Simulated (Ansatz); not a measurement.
`[NH2][GeH]([F])[Cl]` → H–F + `[NH2][Ge][Cl]` at 600 K and 1 bar (germylene formation by 1,1-elimination).

Program: Ansatz. Geometries: PBE0-D4/def2-TZVP. ΔE: electronic, gas phase. CCSD(T)/CBS is the MP2 limit (def2-TZVPP, def2-QZVPP) plus CCSD(T) − MP2 in def2-TZVPP, frozen cores. This one scheme is used for every species. For Ge outer-core shells are correlated without core-valence functions, which leaves a few kJ/mol of doubt a bond. Scalar relativity is left out up to krypton. One conformer a species, not always the lowest.

```csv
species,CCSD(T)/CBS energy (Eh),H − E (kJ/mol),S (J/(mol·K))
`[NH2][GeH]([F])[Cl]`,-2692.28962,149.4,403.5
H–F,-100.39570,42.3,194.0
`[NH2][Ge][Cl]`,-2591.85675,106.9,347.9
```

H − E and S are ideal-gas, rigid-rotor, harmonic terms from PBE0-D4/def2-TZVP, for one conformer and one mirror image of each species. 1 Eh = 2625.50 kJ/mol, R = 8.31446 J/(mol·K).

Problem. By hand: ΔE, ΔH, ΔS and ΔG.

Solution. ΔE = (-100.39570) + (-2591.85675) − (-2692.28962) = 0.03717 Eh = 97.6 kJ/mol. Δ(H − E) = 42.3 + 106.9 − 149.4 = -0.2, so ΔH = 97.4 kJ/mol. ΔS = 194.0 + 347.9 − 403.5 = 138.4 J/(mol·K). ΔG = 97.4 − 600 × (138.4)/1000 = 14.4 kJ/mol.

Problem. By hand: the equilibrium constant, and the temperature at which ΔG would vanish if ΔH and ΔS stayed fixed.

Solution. log₁₀ K = −ΔG/(RT ln 10) = -1.3. ΔG = 0 at ΔH/ΔS = 704 K.

The number of gas molecules changes by +1, which sets the sign of ΔS. A doubt of 5 kJ/mol in ΔE shifts log₁₀ K by 0.4 here. Other conformers and mirror images would add mixing entropy, several J/(mol·K) or more a flexible species. These are equilibria of isolated gas molecules and say nothing of rates. Largest T1 diagnostic: 0.013 (customary marks: 0.02 for closed shells, 0.045 for open ones).
